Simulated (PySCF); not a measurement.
Compound: C₄H₂F₄.
Cartesian coordinates in Å at the PBE0-D3(BJ)/def2-SVP level; atoms count from 1:
```xyz
10
C4H2F4 angstrom
F      1.597    0.094    2.014
C      1.640    0.502    0.758
C      0.644    0.336   -0.119
C     -0.631   -0.297    0.124
F     -0.914   -0.725    1.353
C     -1.561   -0.484   -0.826
F     -1.401   -0.109   -2.073
F     -2.716   -1.054   -0.621
H      2.581    0.997    0.501
H      0.814    0.716   -1.128
```

The calculation used PBE0-D3(BJ)/def2-SVP geometry optimisation, gas phase (PySCF 2.14.0).

Masses are those of the commonest isotopes; rigid-rotor values at the optimised geometry. The values belong to one conformer with, in the numbering `[F:1]/[CH:2]=[CH:3]\[C:4]([F:5])=[C:6]([F:7])[F:8]`, C2–C3–C4–F5 3°.

Task: Give the principal moments of inertia and the rotational constants in cm⁻¹.

Result: Ia = 109.76, Ib = 431.51, Ic = 541.03 u·Å²; 505379 MHz·u·Å²/I gives 4605, 1171 and 934.1 MHz, that is A = 0.15359, B = 0.03907, C = 0.03116 cm⁻¹.

Task: What kind of rotor is it?

Result: An asymmetric top; Ray's κ = -0.871.

Task: Is it planar, by Δ = Ic − Ia − Ib?

Result: Not planar: Δ = Ic − Ia − Ib = -0.24 u·Å². For a rigid frame Δ = −2 Σ m c², so Σ m c² = 0.12 u·Å² lies off the ab plane: 0.01 from hydrogen and 0.11 from heavier atoms. The atom farthest from that plane is 0.08 Å away.

Task: Give the other two planar moments, Paa and Pbb, and the rms extents of the mass along the axes.

Result: Paa = Σ m a² = (Ib + Ic − Ia)/2 = 431.39 and Pbb = Σ m b² = (Ia + Ic − Ib)/2 = 109.64 u·Å². With the mass M = 126.01 u, the rms extents √(P/M) along a, b and c are 1.85, 0.93, 0.03 Å.

Task: List the rotational levels J(Ka,Kc) to J = 2 (MHz).

Result: Above 0(0,0):
J = 1: 1(0,1) 2105, 1(1,1) 5539, 1(1,0) 5776
J = 2: 2(0,2) 6304, 2(1,2) 9512, 2(1,1) 10223, 2(2,1) 20523, 2(2,0) 20535
The levels of one J sum to (2J + 1)J(J + 1)(A + B + C)/3.

Task: Predict some low-J microwave lines.

Result: The dipole components are |μa| = 0.34 D, |μb| = 2.19 D, |μc| = 0.06 D. The squared components, which scale the intensities, stand as 0.02 : 1.00 : 0.00 (a : b : c). Some lines, for components of 0.1 D or more:

| type | branch | J(Ka,Kc) | MHz | lower level (cm⁻¹) |
| --- | --- | --- | --- | --- |
| a | Q | 3(1,2) ← 3(1,3) | 1422 | 0.516 |
| b | R | 3(0,3) ← 2(1,2) | 3061 | 0.317 |
| b | Q | 2(1,1) ← 2(0,2) | 3919 | 0.210 |
| b | Q | 3(1,2) ← 3(0,3) | 4315 | 0.419 |
| a | R | 2(1,1) ← 1(1,0) | 4448 | 0.193 |
| b | R | 1(1,1) ← 0(0,0) | 5539 | 0.000 |
| a | R | 3(1,2) ← 2(1,1) | 6664 | 0.341 |
| b | R | 2(1,2) ← 1(0,1) | 7407 | 0.070 |
| b | R | 3(1,3) ← 2(0,2) | 9161 | 0.210 |
| b | Q | 3(2,1) ← 3(1,2) | 10011 | 0.563 |
| b | Q | 2(2,1) ← 2(1,2) | 11011 | 0.317 |
| b | Q | 3(2,2) ← 3(1,3) | 11374 | 0.516 |
| b | R | 2(2,0) ← 1(1,1) | 14997 | 0.185 |
| b | R | 3(2,2) ← 2(1,1) | 16616 | 0.341 |
| b | R | 3(2,1) ← 2(1,2) | 17386 | 0.317 |
| b | Q | 3(3,1) ← 3(2,2) | 17767 | 0.895 |
| b | R | 3(3,0) ← 2(2,1) | 24083 | 0.685 |

Whether it is a minimum is left open (no frequencies). Zero-point vibration and centrifugal distortion are left out.
